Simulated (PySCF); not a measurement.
C3H8O2Si, SMILES C[C@@H](C=O)[SiH2]O. Geometry: B3LYP-D3(BJ)/def2-SVP. The structure was generated by enumeration; whether it is a known compound was not checked. One conformer was computed; it need not be the lowest.

Computed equilibrium geometry at B3LYP-D3(BJ)/def2-SVP (PySCF confirms it by a frequency run) as a Z-matrix (one conformer of several):
```
C
H 1 1.1044
C 1 1.5051 2 107.18
O 3 1.2073 1 125.06 2 -33.17
H 3 1.1253 4 120.57 1 177.66
C 1 1.5346 2 111.73 3 124.96
H 6 1.0989 1 110.82 2 62.43
H 6 1.1019 7 108.25 1 122.49
H 6 1.1029 7 107.43 8 115.95
Si 1 1.9026 2 104.14 3 -114.25
O 10 1.6710 1 104.71 2 -72.18
H 11 0.9640 10 118.10 1 -175.30
H 10 1.4891 11 112.21 12 65.63
H 10 1.4954 13 109.01 11 123.63
```
